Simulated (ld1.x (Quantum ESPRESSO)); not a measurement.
cobalt (Co): one change to an RRKJ potential, before and after

cobalt, norm-conserving RRKJ (Kleinman–Bylander form), made with ld1.x (Quantum ESPRESSO) 7.5 (PBEsol, scalar-relativistic). Core [Ar], reference 3d7 4s2 4p0. Waves: 4p (bound, empty): rc 3.40 bohr; 3d (bound): rc 0.80 bohr; 4s (bound): rc 1.95 bohr. Local part: the s channel. Core correction: none.

All-electron outer shells of the reference configuration (PBEsol, scalar-relativistic, ld1.x):

```
shell  level (eV)  outermost node (bohr)  outermost maximum (bohr)
   3s     -102.14                   0.31                      0.66
   3p      -65.51                   0.28                      0.68
   3d       -8.23                      –                      0.66
   4s       -5.49                   0.96                      2.32
   4p       -1.25                   1.05                      3.21
```

Change: type ultrasoft; waves now 4s (bound): rcut 1.70, rcutus 1.95 bohr; 4s channel at 0.3 Ry: rcut 1.70, rcutus 1.95 bohr; 4p (bound): rcut 2.95, rcutus 3.40 bohr; 4p channel at 0.35 Ry: rcut 2.95, rcutus 3.40 bohr; 3d (bound): rcut 0.70, rcutus 0.80 bohr; 3d channel at 1.35 Ry: rcut 0.70, rcutus 0.80 bohr; local potential all-electron potential smoothed inside 2.25 bohr (lloc = -1); augmentation built from norm-conserving waves at rcut, not smoothed further.

Cutoffs: the cutoffs (Ry, on a coarse ladder) from which the occupation-weighted sum of valence levels, in a spherical-Bessel basis at the reference potential, stays within 10 and 1 mRy of its value at 400 Ry; they do not see the model core or the augmentation charge, which bear on the density cutoff. Errors are all-electron minus pseudo energies relative to the spin-unpolarised reference configuration.

Q: What does the change do?

A: The potential gets neither clearly harder nor softer (230 Ry and 260 Ry → 180 Ry and 300 Ry); the number of tests that count goes from 7 to 6; of the 6 tests that both files solve, the error grows in 2 and shrinks in 4 by more than 15 % and 0.3 meV (median size 133.1 → 34.7 meV); the range in which the s phases agree widens (upper end 1.1 → at the end of the scan); the range in which the d phases agree widens (upper end 0.3 → at the end of the scan); neither file shows a bound ghost at the reference potential, the only one tested. Several settings change at once here, so the effects cannot be laid on one of them.

```tsv
quantity	base	changed
cutoff, loose	230 Ry	180 Ry
cutoff, tight	260 Ry	300 Ry
loose cutoff by channel (10 mRy a level)	d 200 Ry, s 8 Ry	s 6 Ry, d 140 Ry
bound ghosts	none	none
tests counted (converged, no solver errors)	7 of 7	6 of 7
error for 3d7 4s1 4p0, meV [ΔE 9.05 eV]	-6.1	-4.9
error for 3d7 4s0 4p0, meV [ΔE 25.74 eV]	-4.5	+6.8
error for 3d6 4s0 4p0, meV [ΔE 61.58 eV]	-260	+62
error for 3d7 4s0 4p2, meV [ΔE 9.02 eV]	-3.2	+6.8
error for 3d5 4s0 4p0, meV [ΔE 116.89 eV]	-1779	-416
error for 3d6 4s2 4p0, meV [ΔE 15.21 eV]	-390	-152
s: phases at 3.71 bohr within 0.05 rad from the reference energy up to (Ry; the scan ends near 5)	1.1	to the end of the scan
p: phases at 3.71 bohr within 0.05 rad from the reference energy up to (Ry; the scan ends near 5)	1.9	1.8
d: phases at 3.71 bohr within 0.05 rad from the reference energy up to (Ry; the scan ends near 5)	0.3	to the end of the scan
```

Base: ld1.x printed “convergence not achieved” for 3 of the counted tests; their residual had stalled under 1e-8, short of the target of 1e-14. Changed file: Tests not counted: 3d8 4s1 4p0 (solver errors, printed error -783 eV). ld1.x printed “convergence not achieved” for 2 of the counted tests; their residual had stalled under 1e-8, short of the target of 1e-14.
